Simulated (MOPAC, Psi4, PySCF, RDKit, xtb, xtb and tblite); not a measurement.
Relaxed torsion scan: SMILES C(C[SiH2]Br)#C. Scanned: dihedral C2–C3–Si4–Br5; all other coordinates were relaxed at GFN2-xTB. Points at φ and −φ are mirror images.

Geometry of the scan point at 120° (Å):
```
10

C     -2.4289     0.0657     0.4199
C     -1.3605    -0.2658    -0.0051
C     -0.0493    -0.6261    -0.4896
Si     1.2963     0.5268     0.2255
Br     2.7306    -0.7331     1.3685
H     -3.3791     0.3282     0.7769
H     -0.0503    -0.5675    -1.5812
H      0.1497    -1.6674    -0.2203
H      0.7687     1.4806     1.1870
H      2.0912     1.1433    -0.8284
```

Computed with: GFN2-xTB (xtb and tblite); MMFF94 // GFN2-xTB (RDKit); PBE/def2-TZVP // GFN2-xTB (Psi4); PBE-D3(BJ)/def2-TZVP // GFN2-xTB (Psi4); MP2/cc-pVTZ = DF-MP2 (frozen core)/cc-pVTZ // GFN2-xTB (Psi4); HF/cc-pVTZ // GFN2-xTB (Psi4); UFF // GFN2-xTB (RDKit); AM1, restricted, heats of formation // GFN2-xTB (MOPAC); PM3, restricted, heats of formation // GFN2-xTB (MOPAC); GFN1-xTB // GFN2-xTB (xtb); RKS-B3LYP/6-31G* = restricted B3LYP/6-31G*, spherical d, density fitting // GFN2-xTB (PySCF 2.14.0); RHF/LANL2DZ = restricted Hartree-Fock/LANL2DZ, with its core potentials past Ne // GFN2-xTB in PySCF 2.14.0.

Least-squares fit of E(φ) = a0 + Σ (a_n cos nφ + b_n sin nφ), n = 1 to 4, to the 18 scan points, in kJ/mol above the lowest point of each profile (levels whose profile four harmonics don't fit are not listed):

```csv
method,a0,a1,b1,a2,b2,a3,b3,a4,b4,rms of fit
GFN2-xTB,4.14,1.95,0.00,0.04,0.00,2.24,0.00,0.00,0.00,0.01
MMFF94,6.03,3.07,0.00,1.32,0.00,4.32,0.00,-0.05,0.00,0.07
PBE/def2-TZVP,7.08,3.53,0.00,0.59,0.00,4.15,0.00,0.02,0.00,0.01
PBE-D3(BJ)/def2-TZVP,6.52,2.80,0.00,0.47,0.00,4.23,0.00,0.05,0.00,0.02
MP2/cc-pVTZ,6.38,2.01,0.00,0.65,0.00,5.06,0.00,0.01,0.00,0.03
HF/cc-pVTZ,8.66,5.14,0.00,1.62,0.00,5.16,0.00,-0.05,0.00,0.04
UFF,4.49,0.92,0.00,1.07,0.00,4.43,0.00,0.18,0.00,0.07
AM1,3.12,2.12,0.00,0.58,0.00,1.64,0.00,0.02,0.00,0.02
PM3,3.53,3.21,0.00,1.07,0.00,1.44,0.00,0.03,0.00,0.01
GFN1-xTB,3.62,-0.26,0.00,0.47,0.00,3.23,0.00,0.00,0.00,0.02
RKS-B3LYP/6-31G*,8.20,4.61,0.00,0.69,0.00,4.34,0.00,0.03,0.00,0.02
RHF/LANL2DZ,8.44,5.50,0.00,1.54,0.00,4.44,0.00,-0.14,0.00,0.06
```

MMFF94 has few fitted parameters for silicon.
